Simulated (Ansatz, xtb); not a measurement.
# C4H3BrN2: 3 structures ranked

3 gas-phase structures of C4H3BrN2, from a drawn sample of its isomers (lower ones may exist). Each was relaxed with GFN2-xTB:

A. `Brc1ccncn1`, a singlet
B. `Brc1ncccn1`, a singlet
C. `Brc1cncnc1`, a singlet

**Question.** Estimate their order in r2SCAN-D4/def2-SVP//GFN2-xTB energy at these geometries, lowest first.

**Answer.** Calculated order at r2SCAN-D4/def2-SVP//GFN2-xTB: A (0.0), B (4.4), C (11.8) kJ/mol.

Energies above the lowest of each column, in kJ/mol; the last columns are at r2SCAN-D4/def2-SVP geometries:

```
structure  GFN2-xTB  HF/STO-3G  r2SCAN-D4/def2-SVP//GFN2-xTB  r2SCAN-D4/def2-SVP  CCSD(T)/def2-SVP + ΔMP2/def2-TZVPP
        A       2.0        1.3                           0.0                 0.0                                 0.0
        B       0.0        0.0                           4.4                 4.5                                 6.4
        C      10.6        8.4                          11.8                11.9                                 7.2
```

CCSD(T)/def2-SVP + ΔMP2/def2-TZVPP puts A lowest; GFN2-xTB picks B, HF/STO-3G picks B. ΔMP2 is the change of the MP2 energy from the smaller to the larger basis.

Programs: Ansatz 0.2.0, xtb 6.7.1.
